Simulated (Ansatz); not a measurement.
Compare A (`O[SiH2]N[SiH2][SiH3]`) with its isomer B (`N[SiH]([SiH3])O[SiH3]`).

Gas-phase electronic energies from Ansatz, PBE0-D4/def2-TZVP geometries. CCSD(T)/CBS adds triple-zeta CCSD(T) − MP2 to the extrapolated MP2 energy (def2 sets, frozen cores). DFT in def2-TZVPP. B3LYP here is the variant with VWN-RPA as its local correlation; programs differ in this. One conformer a species, not always the lowest.

Q: Which isomer does CCSD(T)/CBS put lower? Give the gap. (An estimate is asked.)

A: Ansatz gave: B, by 10.3 kcal/mol.

Q: Give E(B) − E(A) in kcal/mol with PBE-D4, CCSD/def2-TZVPP, B2PLYP, B3LYP-D4, PBE0-D4, r2SCAN-D4, B3LYP. (Estimate.)

A: The calculation gave: PBE-D4 -9.1, CCSD/def2-TZVPP -10.8, B2PLYP -11.5, B3LYP-D4 -11.5, PBE0-D4 -9.5, r2SCAN-D4 -10.5, B3LYP -12.0. None reverses the order clearly.

Largest T1 diagnostic: 0.012.

In def2-TZVPP, CCSD(T) changes the Hartree–Fock value by +3.9 kcal/mol (the triples alone add +0.5 kcal/mol) and MP2 by +3.9 kcal/mol.
